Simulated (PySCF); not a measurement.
Substituent effects on chemical shifts

Parent skeleton `[F:1][CH:2]([F:3])[SiH:4]1[CH2:5][SiH2:6][SiH2:7]1`; one hydrogen on atom 2 is replaced by X. Hydrogens on one atom are averaged.

Relativity neglected, gas phase, one conformer, fast rotation and ring inversion assumed for equivalent nuclei. PBE0/pcSseg-1 with gauge-including orbitals; GFN2-xTB structure; PySCF 2.14.0 with density-fitted response routines.

Shifts are taken against calculated references (same method and geometry level): 19F (170.95 ppm) against CFCl3; 13C (186.93 ppm), 29Si (349.16 ppm), 1H (31.72 ppm) against TMS.

Four derivatives gave (δ, ppm):
```
compound      F1     C2      F3    Si4    C5    Si6    Si7  H(Si4)  H(C5)
       1  -145.2  130.9  -142.6   -7.2  -1.7  -57.0  -71.1    4.85   0.77
       2  -133.6  139.8  -131.4  -20.6  -3.1  -59.9  -71.4    5.07   0.89
       3  -115.3  126.4  -118.0   -9.1  -0.3  -58.2  -72.7    5.12   0.86
       4  -133.9  138.3  -119.2  -20.1  -0.8  -57.4  -75.7    5.13   0.68
```

Problem. Their substituents are CH2NH2, CH2OH, CH=NH, ethynyl. Which is which?

Solution. 1: X = CH=NH ([H]/N=C\C(F)(F)[Si@@H]1C[SiH2][SiH2]1); 2: X = CH2OH (OCC(F)(F)[Si@@H]1C[SiH2][SiH2]1); 3: X = ethynyl (C#CC(F)(F)[Si@@H]1C[SiH2][SiH2]1); 4: X = CH2NH2 (NCC(F)(F)[Si@H]1C[SiH2][SiH2]1).

Unscaled 19F shifts against computed CFCl3 carry errors that often reach 10 to 50 ppm.
